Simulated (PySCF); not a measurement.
# C³⁺ (carbon, charge +3) across methods

[He] 2s1, 2S determinant. Calculation: PySCF 2.14, in aug-cc-pV5Z; the non-relativistic Hamiltonian (point nucleus).

```json
{"method": "LDA", "E (hartree)": "-34.4046", "mean ε 1s α (eV)": "-329.32", "mean ε 1s β (eV)": "-328.22", "mean ε 2s α (eV)": "-57.256", "Σ⟨r²⟩ (bohr²)": "2.106", "⟨S²⟩": "0.750"}
{"method": "BHandHLYP", "E (hartree)": "-34.7898", "mean ε 1s α (eV)": "-350.80", "mean ε 1s β (eV)": "-349.21", "mean ε 2s α (eV)": "-61.119", "Σ⟨r²⟩ (bohr²)": "2.085", "⟨S²⟩": "0.750"}
{"method": "r2SCAN", "E (hartree)": "-34.7738", "mean ε 1s α (eV)": "-335.75", "mean ε 1s β (eV)": "-334.85", "mean ε 2s α (eV)": "-58.068", "Σ⟨r²⟩ (bohr²)": "2.093", "⟨S²⟩": "0.750"}
{"method": "PBEsol", "E (hartree)": "-34.5766", "mean ε 1s α (eV)": "-330.51", "mean ε 1s β (eV)": "-329.48", "mean ε 2s α (eV)": "-57.422", "Σ⟨r²⟩ (bohr²)": "2.098", "⟨S²⟩": "0.750"}
{"method": "PBE", "E (hartree)": "-34.7297", "mean ε 1s α (eV)": "-332.03", "mean ε 1s β (eV)": "-330.94", "mean ε 2s α (eV)": "-57.685", "Σ⟨r²⟩ (bohr²)": "2.092", "⟨S²⟩": "0.750"}
{"method": "PBE0", "E (hartree)": "-34.7426", "mean ε 1s α (eV)": "-341.21", "mean ε 1s β (eV)": "-339.82", "mean ε 2s α (eV)": "-59.468", "Σ⟨r²⟩ (bohr²)": "2.093", "⟨S²⟩": "0.750"}
{"method": "TPSSh", "E (hartree)": "-34.7926", "mean ε 1s α (eV)": "-338.04", "mean ε 1s β (eV)": "-336.87", "mean ε 2s α (eV)": "-58.565", "Σ⟨r²⟩ (bohr²)": "2.087", "⟨S²⟩": "0.750"}
{"method": "UHF", "E (hartree)": "-34.72611", "mean ε 1s α (eV)": "-367.99", "mean ε 1s β (eV)": "-365.63", "mean ε 2s α (eV)": "-64.359", "Σ⟨r²⟩ (bohr²)": "2.105", "⟨S²⟩": "0.750"}
```
